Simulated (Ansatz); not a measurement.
`[SeH][SiH]1BC1` + PH₃ → `P[SeH]` + `B1C[SiH2]1` at 600 K and 1 bar (ligand exchange at the Se–Si bond).

Computed with Ansatz on PBE0-D4/def2-TZVP structures; ΔE is electronic, products minus reactants. CBS: MP2 limit from def2 TZ/QZ plus the TZ coupled-cluster correction, frozen cores. This one scheme is used for every species. For Se outer-core shells are correlated without core-valence functions, which leaves a few kJ/mol of doubt a bond. Scalar relativity is left out up to krypton. Each species was taken in one conformer, which may not be the lowest.

```tsv
species	CCSD(T)/CBS energy (Eh)	H − E (kJ/mol)	S (J/(mol·K))
`[SeH][SiH]1BC1`	-2755.59871	201.3	422.0
PH₃	-342.72256	86.3	240.2
`P[SeH]`	-2743.44381	100.9	326.5
`B1C[SiH2]1`	-354.85519	185.3	343.3
```

H − E and S are ideal-gas, rigid-rotor, harmonic terms from PBE0-D4/def2-TZVP, for one conformer and one mirror image of each species. 1 Eh = 2625.50 kJ/mol, R = 8.31446 J/(mol·K).

By hand: ΔE, ΔH, ΔS and ΔG.

ΔE = (-2743.44381) + (-354.85519) − (-2755.59871) − (-342.72256) = 0.02227 Eh = 58.5 kJ/mol. Δ(H − E) = 100.9 + 185.3 − 201.3 − 86.3 = -1.4, so ΔH = 57.1 kJ/mol. ΔS = 326.5 + 343.3 − 422.0 − 240.2 = 7.6 J/(mol·K). ΔG = 57.1 − 600 × (7.6)/1000 = 52.5 kJ/mol.

By hand: the equilibrium constant, and the temperature at which ΔG would vanish if ΔH and ΔS stayed fixed.

log₁₀ K = −ΔG/(RT ln 10) = -4.6. ΔG = 0 at ΔH/ΔS = 7513 K, far beyond where these terms or the molecules hold.

The number of gas molecules stays the same, so ΔS is small and ΔH decides. A doubt of 5 kJ/mol in ΔE shifts log₁₀ K by 0.4 here. Other conformers and mirror images would add mixing entropy, several J/(mol·K) or more a flexible species. These are equilibria of isolated gas molecules and say nothing of rates. Largest T1 diagnostic: 0.014 (customary marks: 0.02 for closed shells, 0.045 for open ones).
